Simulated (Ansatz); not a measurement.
C3H7FGe can be A, `C=[C](C)[GeH2][F]`, or B, `C=[C](F)[GeH2][CH3]`.

Computed with Ansatz on PBE0-D4/def2-TZVP structures; ΔE is electronic, products minus reactants. CBS: MP2 limit from def2 TZ/QZ plus the TZ coupled-cluster correction, frozen cores. Functionals use def2-TZVPP. B3LYP here is the variant with VWN-RPA as its local correlation; programs differ in this. For Ge outer-core shells are correlated without core-valence functions, which leaves a few kJ/mol of doubt a bond. Scalar relativity is left out up to krypton. Each species was taken in one conformer, which may not be the lowest.

A:

```xyz
12

C     0.8462    0.2896    1.3130
C     0.0131    0.1536    0.2871
C    -1.3243    0.8196    0.2136
Ge    0.5613   -0.9689   -1.1958
F     2.1529   -1.5643   -0.7944
H     0.5858    0.9078    2.1699
H     1.8108   -0.2055    1.3380
H    -1.3939    1.4805   -0.6566
H    -2.1317    0.0864    0.1168
H    -1.5167    1.4174    1.1079
H    -0.3216   -2.2154   -1.3797
H     0.7181   -0.2010   -2.5199
```

B:

Z-matrix (Å, degrees):
```
Ge
C 1 1.948
C 1 1.958 2 108.9
H 1 1.539 2 111.4 3 -119.3
H 1 1.539 2 111.4 3 119.2
H 2 1.091 1 110.4 3 -60.2
H 2 1.091 1 110.4 3 60.4
H 2 1.091 1 110.0 3 -179.9
F 3 1.351 1 114.1 2 -179.9
C 3 1.322 1 126.8 2 0.0
H 10 1.084 3 121.6 1 -180.0
H 10 1.082 3 119.8 1 -0.0
```

Question: Which isomer does CCSD(T)/CBS put lower? Give the gap. (Estimate.)

Answer: Ansatz gave: A, by 27.4 kcal/mol.

Question: Give E(B) − E(A) in kcal/mol with B3LYP-D4, CCSD/def2-TZVPP, MP2/def2-TZVPP, CCSD(T)/def2-TZVPP, ωB97M-V, r2SCAN-D4, B3LYP. (Best estimate.)

Answer: The calculation gave: B3LYP-D4 26.4, CCSD/def2-TZVPP 27.3, MP2/def2-TZVPP 28.8, CCSD(T)/def2-TZVPP 26.9, ωB97M-V 26.0, r2SCAN-D4 25.7, B3LYP 26.1. None reverses the order clearly.

Largest T1 diagnostic: 0.012.

In def2-TZVPP, CCSD(T) changes the Hartree–Fock value by −2.6 kcal/mol (the triples alone add −0.4 kcal/mol) and MP2 by −0.7 kcal/mol. From PBE to PBE0 (25 % exact exchange), in def2-TZVPP and without D4, E(B) − E(A) moves by +1.3 kcal/mol.
